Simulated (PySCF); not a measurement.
PySCF input (MN15/def2-TZVPD):

```python
from pyscf import gto, scf, dft

mol = gto.M(
    atom='''
    Al   -0.00000000   -0.00000000   -0.11870982
    H     0.00000000    0.00000000    1.54322771
    ''',
    basis='def2-tzvpd',
    charge=0,
    spin=0,
    verbose=4,
)

mf = dft.RKS(mol, xc='mn15').density_fit(auxbasis='def2-universal-jkfit')
mf.grids.level = 4
mf.conv_tol = 1e-9
mf.max_cycle = 100
mf.max_memory = 1500
mf.kernel()
if not mf.converged:
    mf = mf.newton()
    mf.kernel(mf.make_rdm1())
mf.analyze()
```

Output:

```
PySCF version 2.14.0

[INPUT] verbose = 4
[INPUT] num. atoms = 2
[INPUT] num. electrons = 14
[INPUT] charge = 0
[INPUT] spin (= nelec alpha-beta = 2S) = 0
[INPUT] symmetry False subgroup None
[INPUT] Mole.unit = angstrom
[INPUT] Symbol           X                Y                Z      unit          X                Y                Z       unit  Magmom
[INPUT]  1 Al     0.000000000000   0.000000000000  -0.118709820000 AA    0.000000000000   0.000000000000  -0.224329048096 Bohr   0.0
[INPUT]  2 H      0.000000000000   0.000000000000   1.543227710000 AA    0.000000000000   0.000000000000   2.916277719740 Bohr   0.0

nuclear repulsion = 4.13932751248478
number of shells = 20
number of NR pGTOs = 80
number of NR cGTOs = 52
basis = def2-tzvpd
ecp = {}

******** <class 'pyscf.df.df_jk.DFRKS'> ********
method = DFRKS
initial guess = minao
damping factor = 0
level_shift factor = 0
DIIS = <class 'pyscf.scf.diis.CDIIS'>
diis_start_cycle = 1
diis_space = 8
diis_damp = 0
SCF conv_tol = 1e-09
SCF conv_tol_grad = None
SCF max_cycles = 100
direct_scf = False
XC library pyscf.dft.libxc version 7.1.2
    S. Lehtola, C. Steigemann, M. J. T. Oliveira, and M. A. L. Marques,  SoftwareX 7, 1–5 (2018)
XC functionals = mn15
    H. S. Yu, X. He, S. L. Li, and D. G. Truhlar,  Chem. Sci. 7, 5032–5051 (2016)
    H. S. Yu, X. He, S. L. Li, and D. G. Truhlar,  Chem. Sci. 7, 5032–5051 (2016)
radial grids:
    Treutler-Ahlrichs [JCP 102, 346 (1995); DOI:10.1063/1.469408] (M4) radial grids

becke partition: Becke, JCP 88, 2547 (1988); DOI:10.1063/1.454033
pruning grids: <function nwchem_prune>
grids dens level: 4
symmetrized grids: False
atomic radii adjust function: <function treutler_atomic_radii_adjust>
small_rho_cutoff = 0
Set gradient conv threshold to 3.16228e-05
Initial guess from minao.
tot grids = 44400
******** <class 'pyscf.df.df.DF'> ********
auxbasis = def2-universal-jkfit
init E= -242.704638450465
  HOMO = -0.192264312891629  LUMO = -0.0563979916337946  gap/eV = 3.69711
cycle= 1 E= -242.871709091627  delta_E= -0.167  |g|= 0.14  |ddm|= 0.878
  HOMO = -0.227204015183778  LUMO = -0.056769991454069  gap/eV = 4.63775
cycle= 2 E= -242.878713428432  delta_E= -0.007  |g|= 0.0829  |ddm|= 0.537
  HOMO = -0.229151516914646  LUMO = -0.0501984086800461  gap/eV = 4.86956
cycle= 3 E= -242.880357198988  delta_E= -0.00164  |g|= 0.00744  |ddm|= 0.0794
  HOMO = -0.229928971706144  LUMO = -0.0494861262183194  gap/eV = 4.91010
cycle= 4 E= -242.880367009548  delta_E= -9.81e-06  |g|= 0.0018  |ddm|= 0.0327
  HOMO = -0.230136478489966  LUMO = -0.0496552630428333  gap/eV = 4.91114
cycle= 5 E= -242.880368369749  delta_E= -1.36e-06  |g|= 0.000357  |ddm|= 0.0149
  HOMO = -0.230237459996886  LUMO = -0.0497609077974171  gap/eV = 4.91102
cycle= 6 E= -242.880368501225  delta_E= -1.31e-07  |g|= 8.51e-05  |ddm|= 0.00694
  HOMO = -0.230238166373127  LUMO = -0.0497626302004919  gap/eV = 4.91099
cycle= 7 E= -242.880368512479  delta_E= -1.13e-08  |g|= 1.8e-05  |ddm|= 0.00187
  HOMO = -0.230244745840732  LUMO = -0.0497678170579951  gap/eV = 4.91103
cycle= 8 E= -242.88036851293  delta_E= -4.52e-10  |g|= 1.75e-06  |ddm|= 0.000425
  HOMO = -0.230244129323347  LUMO = -0.0497671399851831  gap/eV = 4.91103
Extra cycle  E= -242.880368512932  delta_E= -1.25e-12  |g|= 5.58e-07  |ddm|= 1.28e-05
converged SCF energy = -242.880368512932
**** SCF Summaries ****
Total Energy =                        -242.880368512931540
Nuclear Repulsion Energy =               4.139327512484780
One-electron Energy =                 -345.599057699393256
Two-electron Energy =                   98.579361673976933
Two-electron Coulomb Energy =          117.427174216113400
DFT Exchange-Correlation Energy =      -18.847812542136460
HOMO-LUMO gap [eV] =                     4.911029024608214
**** MO energy ****
MO #1   energy= -55.2650778825558  occ= 2
MO #2   energy= -4.07182623731482  occ= 2
MO #3   energy= -2.7567086693806   occ= 2
MO #4   energy= -2.75670866938059  occ= 2
MO #5   energy= -2.74717146386982  occ= 2
MO #6   energy= -0.395740670693355 occ= 2
MO #7   energy= -0.230244129323347 occ= 2
MO #8   energy= -0.0497671399851831 occ= 0
MO #9   energy= -0.0497671399851653 occ= 0
MO #10  energy= 0.0458722148392532 occ= 0
MO #11  energy= 0.0709463184456052 occ= 0
MO #12  energy= 0.0993694492483742 occ= 0
MO #13  energy= 0.099369449248381  occ= 0
MO #14  energy= 0.105013202722192  occ= 0
MO #15  energy= 0.105013246673758  occ= 0
MO #16  energy= 0.144266216302348  occ= 0
MO #17  energy= 0.18745307520944   occ= 0
MO #18  energy= 0.241038836674476  occ= 0
MO #19  energy= 0.241038836674481  occ= 0
MO #20  energy= 0.260631944203217  occ= 0
MO #21  energy= 0.260631944203229  occ= 0
MO #22  energy= 0.27725374908689   occ= 0
MO #23  energy= 0.277253831407638  occ= 0
MO #24  energy= 0.278106469669384  occ= 0
MO #25  energy= 0.33310085523329   occ= 0
MO #26  energy= 0.333100855233297  occ= 0
MO #27  energy= 0.340216751287073  occ= 0
MO #28  energy= 0.493714843022328  occ= 0
MO #29  energy= 0.555314201247546  occ= 0
MO #30  energy= 0.757634494902858  occ= 0
MO #31  energy= 0.757634548207454  occ= 0
MO #32  energy= 0.760258860074639  occ= 0
MO #33  energy= 0.76025886007465   occ= 0
MO #34  energy= 0.799945296873312  occ= 0
MO #35  energy= 0.799945296873318  occ= 0
MO #36  energy= 0.817368251708427  occ= 0
MO #37  energy= 0.817368378926925  occ= 0
MO #38  energy= 0.829384428017354  occ= 0
MO #39  energy= 0.856475057855467  occ= 0
MO #40  energy= 0.856475057855476  occ= 0
MO #41  energy= 0.974266801378963  occ= 0
MO #42  energy= 1.75220542179266   occ= 0
MO #43  energy= 1.75220542179266   occ= 0
MO #44  energy= 1.87237631242465   occ= 0
MO #45  energy= 1.87237631242465   occ= 0
MO #46  energy= 1.96128761112412   occ= 0
MO #47  energy= 2.26127980975898   occ= 0
MO #48  energy= 2.6808668579973    occ= 0
MO #49  energy= 6.67925831343134   occ= 0
MO #50  energy= 8.80348479862482   occ= 0
MO #51  energy= 8.80348479862483   occ= 0
MO #52  energy= 9.00372206830108   occ= 0
 ** Mulliken pop on meta-lowdin orthogonal AOs  **
 ** Mulliken pop  **
pop of  0 Al 1s           1.99992
pop of  0 Al 2s           1.99845
pop of  0 Al 3s           1.83258
pop of  0 Al 4s           0.00698
pop of  0 Al 5s           0.00112
pop of  0 Al 6s           0.00049
pop of  0 Al 2px          1.99951
pop of  0 Al 2py          1.99951
pop of  0 Al 2pz          1.99958
pop of  0 Al 3px          0.00010
pop of  0 Al 3py          0.00010
pop of  0 Al 3pz          0.94357
pop of  0 Al 4px          0.00002
pop of  0 Al 4py          0.00002
pop of  0 Al 4pz          0.00331
pop of  0 Al 5px          0.00009
pop of  0 Al 5py          0.00009
pop of  0 Al 5pz          0.00092
pop of  0 Al 6px          0.00027
pop of  0 Al 6py          0.00027
pop of  0 Al 6pz          0.00059
pop of  0 Al 3dxy         0.00000
pop of  0 Al 3dyz         0.00000
pop of  0 Al 3dz^2        0.01534
pop of  0 Al 3dxz         0.00000
pop of  0 Al 3dx2-y2      0.00000
pop of  0 Al 4dxy         0.00000
pop of  0 Al 4dyz         0.00000
pop of  0 Al 4dz^2        0.00019
pop of  0 Al 4dxz         0.00000
pop of  0 Al 4dx2-y2      0.00000
pop of  0 Al 5dxy         0.00000
pop of  0 Al 5dyz         0.00000
pop of  0 Al 5dz^2        0.00020
pop of  0 Al 5dxz         0.00000
pop of  0 Al 5dx2-y2      0.00000
pop of  0 Al 4f-3         0.00000
pop of  0 Al 4f-2         0.00000
pop of  0 Al 4f-1         0.00000
pop of  0 Al 4f+0         0.00024
pop of  0 Al 4f+1         0.00000
pop of  0 Al 4f+2         0.00000
pop of  0 Al 4f+3         0.00000
pop of  1 H 1s            1.19210
pop of  1 H 2s            0.00032
pop of  1 H 3s            0.00113
pop of  1 H 2px           0.00000
pop of  1 H 2py           0.00000
pop of  1 H 2pz           0.00133
pop of  1 H 3px           0.00000
pop of  1 H 3py           0.00000
pop of  1 H 3pz           0.00163
 ** Mulliken atomic charges  **
charge of    0Al =      0.19652
charge of    1H =     -0.19652
Dipole moment(X, Y, Z, Debye): -0.00000, -0.00000, -0.31561
```
